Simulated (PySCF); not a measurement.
**Atomic charges by several schemes**

4-tolylboronic acid, C₇H₉BO₂.
Z-matrix (Å and degrees, PBE0-D3(BJ)/def2-SVP geometry), rows numbered from 1:
```
C 
C   1  1.5005
C   2  1.3989  1  121.32
C   3  1.3923  2  120.77  1   179.64
C   4  1.4009  3  121.67  2    -0.04
B   5  1.5683  4  122.51  3  -179.59
O   6  1.3598  5  118.59  4   177.73
O   6  1.3659  5  123.58  4    -2.14
C   5  1.4041  4  117.20  3     0.16
C   9  1.3900  5  121.38  4    -0.11
H   1  1.1017  2  111.19  3   122.09
H   1  1.1018  2  111.07  3  -118.91
H   1  1.0990  2  111.60  3     1.47
H   3  1.0936  2  119.36  1    -0.23
H   4  1.0962  3  117.92  2  -179.75
H   7  0.9632  6  111.38  5   179.55
H   8  0.9607  6  113.43  5    -1.19
H   9  1.0929  5  118.78  4   179.95
H  10  1.0941  2  119.30  1     0.31
```

Density: PBE0/pcSseg-1 (PySCF); schemes: Mulliken, IAO, Hirshfeld and ESP-fitted. One conformer (not necessarily the lowest) at the PBE0-D3(BJ)/def2-SVP geometry, without solvent, vibrations or thermal averaging.

**Question.** Tabulate the Mulliken, IAO, Hirshfeld and ESP-fitted charges.

**Answer.** In e:

```tsv
atom	environment	Mulliken	IAO	Hirshfeld	ESP-fitted
C1	benzylic-type carbon	-0.147	-0.418	-0.113	-0.596
C2	substituted aromatic carbon	-0.324	+0.027	+0.015	+0.384
C3	aromatic CH carbon	-0.010	-0.162	-0.058	-0.279
C4	aromatic CH carbon	-0.121	-0.129	-0.050	-0.194
C5	substituted aromatic carbon	-0.258	-0.172	-0.090	-0.172
B6	three-coordinate boron	+0.616	+0.489	+0.233	+0.689
O7	boron-bound oxygen	-0.410	-0.546	-0.251	-0.722
O8	boron-bound oxygen	-0.422	-0.555	-0.265	-0.718
C9	aromatic CH carbon	-0.089	-0.115	-0.039	-0.067
C10	aromatic CH carbon	-0.017	-0.161	-0.053	-0.343
H11	methyl hydrogen	+0.136	+0.152	+0.047	+0.166
H12	methyl hydrogen	+0.137	+0.152	+0.047	+0.168
H13	methyl hydrogen	+0.114	+0.143	+0.045	+0.156
H14	aromatic hydrogen	+0.074	+0.142	+0.046	+0.166
H15	aromatic hydrogen	+0.065	+0.123	+0.041	+0.137
H16	hydroxyl hydrogen	+0.245	+0.365	+0.179	+0.468
H17	hydroxyl hydrogen	+0.247	+0.363	+0.170	+0.430
H18	aromatic hydrogen	+0.093	+0.158	+0.047	+0.151
H19	aromatic hydrogen	+0.071	+0.144	+0.048	+0.176
```

Mean size of the charges over all atoms: ESP-fitted 0.325 e, IAO 0.238 e, Mulliken 0.189 e, Hirshfeld 0.097 e. Each set sums to the total charge, 0, to within 0.001 e. The Hirshfeld scheme weights the molecular density at each point by an atom's share of the summed free-atom densities. The Mulliken scheme gives each basis function's population to the atom it is centred on and halves the overlap population of two atoms between them.

Lowest charge. All schemes pick atoms of one kind: Mulliken O8 (-0.422); IAO O8 (-0.555); Hirshfeld O8 (-0.265); ESP-fitted O7 (-0.722).

Highest charge. All schemes agree: Mulliken B6 (+0.616); IAO B6 (+0.489); Hirshfeld B6 (+0.233); ESP-fitted B6 (+0.689).

**Question.** How many electrons does the ESP-fitted scheme count on O7?

**Answer.** Z − q = 8 − (-0.722) = 8.722.

**Question.** How closely do the schemes follow one another over all atoms?

**Answer.** Correlation coefficient and root-mean-square difference: IAO with Hirshfeld 0.98, 0.164 e; IAO with ESP-fitted 0.97, 0.131 e; Hirshfeld with ESP-fitted 0.95, 0.272 e; Mulliken with Hirshfeld 0.90, 0.143 e; Mulliken with IAO 0.88, 0.135 e; Mulliken with ESP-fitted 0.78, 0.251 e.

These values come from a run that also computed NMR shieldings. Time: 20 s wall; peak memory 0.99 GiB. Hardware: one thread of an AMD EPYC 9R45, shared host.
